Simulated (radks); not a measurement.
Values are calculated unless marked as measured or tabulated.
Effect of the nuclear size on neutral gold, [Xe] 4f14 5d10 6s1. Level of theory: Dirac Kohn-Sham, relativistic LDA (MacDonald-Vosko exchange, VWN5 correlation), spin-unpolarised, spherical densities, finite nucleus; Fermi nuclear charge, rms radius 5.4371 fm (a radial shooting solver on a logarithmic mesh with Libxc functionals). The rms radius is varied about that value; shifts are against it.

| rms radius (fm) | total energy shift (eV) | density at nucleus (e/bohr^3) | 1s1/2 shift (meV) | 2s1/2 shift (meV) | 4p1/2 shift (meV) | 5s1/2 shift (meV) | 6s1/2 shift (meV) | 6p1/2 (empty) shift (meV) |
|---|---|---|---|---|---|---|---|---|
| 4.6868 | -24.7 | 2.24e+06 | -9840 | -1450 | -1.54 | -16.5 | -1.21 | 0.158 |
| 4.9749 | -15.5 | 2.187e+06 | -6170 | -911 | -0.967 | -10.3 | -0.760 | 0.099 |
| 5.4371 | 0 | 2.111e+06 | 0.000 | 0.000 | 0.000 | 0.000 | 0.000 | 0.000 |
| 5.8558 | 14.7 | 2.049e+06 | 5870 | 866 | 0.926 | 9.82 | 0.723 | -0.094 |
| 6.1657 | 26.0 | 2.007e+06 | 10400 | 1530 | 1.64 | 17.4 | 1.28 | -0.166 |

Slopes of the eigenvalues against <r^2> in GHz/fm^2, as finite differences over the two radii next to the reference (eigenvalue slopes, not the field-shift constants of lines): 1s1/2 305000, 2s1/2 45000, 4p1/2 48.0, 5s1/2 511, 6s1/2 37.6, 6p1/2 (empty) -4.88.
